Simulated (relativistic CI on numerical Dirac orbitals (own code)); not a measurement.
# Hyperfine structure of Se²⁴⁺, mass number 77

Computed by Dirac-Coulomb-Breit CI, orbitals from a KLI potential per configuration, model QED, unscaled Slater integrals (own radial code, finite nucleus).

CI space (outside the closed core 1s2): 2s2.2p6, 2s2.2p5.3s, 2s2.2p5.3p, 2s2.2p5.3d, 2s.2p6.3s, 2s.2p6.3p, 2s.2p6.3d, 2s2.2p5.4s, 2s2.2p5.4p, 2s2.2p5.4d, 2s2.2p5.4f, 2s.2p6.4s, 2s.2p6.4p, 2s2.2p4.3s2, 2s.2p6.4d, 2s.2p6.4f. Levels of other configurations are missing.

Nuclear spin I = 1/2, μ = 0.53356 μN (tables of Stone and Pyykkö). The electronic factors are computed for point nuclear moments, without core polarisation or the Bohr-Weisskopf and QED corrections.

```
           Level   E (eV)  A (GHz)
2s2.2p5.3s 3P°_2  1434.24    125.1
2s2.2p5.3s 1P°_1  1437.26    9.613
2s2.2p5.3s 3P°_1  1478.47    335.3
 2s2.2p5.3p 3D_2  1484.49    73.17
 2s2.2p5.3p 3D_3  1492.97    41.84
 2s2.2p5.3p 1P_1  1493.63    48.72
 2s2.2p5.3p 3P_2  1497.41    41.74
 2s2.2p5.3p 3D_1  1526.00    230.7
```

Levels with J = 0, under 50 % of one LS term, or S terms without an open s electron are left out. Small factors come from cancelling terms and can be off by tens of per cent or more.

At this charge energies of transitions that change n are usually good to better than 1 %, and those within a shell (Δn = 0) to a few per cent.

(1) Give the hyperfine levels of 2s2.2p5.3s 3P°_2 relative to its centre of gravity.

Results:

(1) With K = F(F + 1) − I(I + 1) − J(J + 1), E = AK/2: F = 3/2: -187.7, F = 5/2: 125.1 GHz.

LS names give the leading component of a level, which can be under half, so a name can repeat, a term be missing and a line seem to break the LS rules.
